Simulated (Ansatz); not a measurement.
Frontier orbitals of C$_{2}$H$_{6}$Cl$_{2}$Se$_{2}$Zr (`C[Se][Zr]([Cl])([Cl])[Se]C`).

```json
{"atom": "C1", "x (Å)": "-0.025", "y (Å)": "2.699", "z (Å)": "0.661"}
{"atom": "Se2", "x (Å)": "1.693", "y (Å)": "1.916", "z (Å)": "1.233"}
{"atom": "Zr3", "x (Å)": "0.649", "y (Å)": "-0.327", "z (Å)": "0.774"}
{"atom": "Cl4", "x (Å)": "-1.466", "y (Å)": "-0.529", "z (Å)": "1.777"}
{"atom": "Cl5", "x (Å)": "2.090", "y (Å)": "-2.017", "z (Å)": "1.483"}
{"atom": "Se6", "x (Å)": "0.380", "y (Å)": "-0.449", "z (Å)": "-1.736"}
{"atom": "C7", "x (Å)": "-0.462", "y (Å)": "-2.215", "z (Å)": "-1.489"}
{"atom": "H8", "x (Å)": "0.199", "y (Å)": "3.443", "z (Å)": "-0.100"}
{"atom": "H9", "x (Å)": "-0.500", "y (Å)": "3.152", "z (Å)": "1.527"}
{"atom": "H10", "x (Å)": "-0.706", "y (Å)": "1.963", "z (Å)": "0.222"}
{"atom": "H11", "x (Å)": "0.091", "y (Å)": "-2.932", "z (Å)": "-2.091"}
{"atom": "H12", "x (Å)": "-0.444", "y (Å)": "-2.554", "z (Å)": "-0.449"}
{"atom": "H13", "x (Å)": "-1.498", "y (Å)": "-2.148", "z (Å)": "-1.813"}
```

Charge 0, multiplicity 1. Correlated methods include outer-core shells of Se, Zr, which these sets cover unevenly. Scalar relativity is left out up to krypton. Zr takes the def2 core potential. The geometry is a stationary point of PBE0-D4/def2-TZVP. It is one conformer, not always the lowest. Basis def2-TZVPP, the Gaussian-basis code of Ansatz.

| functional | HOMO (eV) | LUMO (eV) | gap (eV) |
| --- | --- | --- | --- |
| LDA (SPW92) | -6.19 | -3.33 | 2.86 |
| PBE | -6.03 | -3.11 | 2.92 |
| PBE0 | -7.13 | -2.36 | 4.77 |
| CAM-B3LYP | -8.36 | -1.31 | 7.05 |
| ωB97X-V | -9.36 | -0.34 | 9.02 |
| ωB97M-V | -9.22 | -0.41 | 8.81 |
| HF | -9.56 | 1.09 | 10.65 |

Against PBE, PBE0 changes HOMO and LUMO by −1.10 and +0.75 eV, ωB97M-V by −3.18 and +2.71 eV. A gap of 2.92 eV thus becomes 8.81 eV for the same molecule, so an orbital gap means little without its functional.
